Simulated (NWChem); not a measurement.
**Atomisation of H$_{4}$AsSi**

```
Si
H 1 1.4961
H 1 1.4977 2 109.15
As 1 2.3965 2 110.16 3 127.84
H 4 1.5308 1 92.42 2 176.71
H 4 1.5344 5 91.82 1 -93.59
```
Charge 0, spin multiplicity 2.

The numbers come from NWChem runs, not from measurements. All single points use one geometry, from UB3LYP/def2-SVP, a minimum by its harmonic frequencies. It is one conformer; others weren't searched.

Basis set: def2-TZVP. The atomisation energy is electronic alone: no zero-point, thermal, spin-orbit or counterpoise terms. No value is extrapolated to the basis-set limit. Free atoms are single determinants with multiplicities Si 3, As 4, H 2.

The Hamiltonian is non-relativistic. B3LYP has NWChem's definition, with VWN1-RPA local correlation. The structure started from a generated list of species. The stability of the SCF solutions was not checked.

Question: Order these methods by the atomisation energy they give, lowest first: PBE, BP86, B3LYP, PBE0, M06-2X.

Answer: M06-2X (336.2 kcal/mol), PBE0 (337.9 kcal/mol), PBE (340.7 kcal/mol), B3LYP (342.9 kcal/mol), BP86 (352.8 kcal/mol)
